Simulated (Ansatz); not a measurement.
FH7OSi3 (`F[SiH]([SiH3])O[SiH3]`), 12 atoms. Charge 0, multiplicity 1. All runs use 4 threads of a server CPU on a shared host. Correlated methods freeze the cores.

(1) Give the basis size and wall time and peak host memory of each of these runs in Ansatz. RKS CAM-B3LYP-D4/def2-TZVPP energy; RKS PBE-D4/def2-TZVPP energy and forces; RKS PBE0-D4/def2-TZVP relaxation (19 steps); RHF-CCSD(T)/def2-TZVPP energy; RKS B97M-V/def2-TZVPP energy; direct RPA on PBE orbitals/def2-TZVPP energy; RKS PBE0-D4/def2-QZVPP energy; RKS ωB97M-V/def2-QZVPP energy; RHF-MP2/def2-QZVPP energy; RHF-CCSD(T)/def2-SVP energy; RKS PBE0-D4/def2-TZVP frequencies; RKS ωB97X-V/def2-TZVPP energy. (An estimate is asked.)

Results:

(1) Ansatz gave: Other jobs shared the machine, so times are rough.

| level | job | functions | wall time | peak host memory (GiB) |
| --- | --- | --- | --- | --- |
| RKS PBE-D4/def2-TZVPP | energy and forces | 286 | 3.2 s | 0.43 |
| RKS CAM-B3LYP-D4/def2-TZVPP | energy | 286 | 4.6 s | 0.98 |
| direct RPA on PBE orbitals/def2-TZVPP | energy | 286 | 6.5 s | 0.71 |
| RHF-CCSD(T)/def2-SVP | energy | 117 | 6.5 s | 0.55 |
| RKS ωB97X-V/def2-TZVPP | energy | 286 | 11 s | 1.1 |
| RKS PBE0-D4/def2-QZVPP | energy | 534 | 12 s | 2.4 |
| RKS B97M-V/def2-TZVPP | energy | 286 | 12 s | 0.53 |
| RKS ωB97M-V/def2-QZVPP | energy | 534 | 27 s | 2.8 |
| RHF-MP2/def2-QZVPP | energy | 534 | 29 s | 3.6 |
| RKS PBE0-D4/def2-TZVP | relaxation (19 steps) | 215 | 79 s | 0.64 |
| RKS PBE0-D4/def2-TZVP | frequencies | 215 | 3.3 min | 0.64 |
| RHF-CCSD(T)/def2-TZVPP | energy | 286 | 4.1 min | 8 |
